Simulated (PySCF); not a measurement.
Calculation: PBE-D3(BJ)/def2-TZVP // B3LYP-D3(BJ)/def2-TZVP in PySCF. All species are isolated molecules in the gas phase. 

Reference species (SMILES): `Br[C](Br)Br` (neutral, multiplicity 2).

```
Item           Result
-------------  ------
dipole moment  0.23 D
```

Changed species: `Br[CH]Br` (radical fragment; the reference has radical fragment).

Q: Predict the effect on the dipole moment.

A: the dipole moment rises by 0.47 D, to 0.70 D.
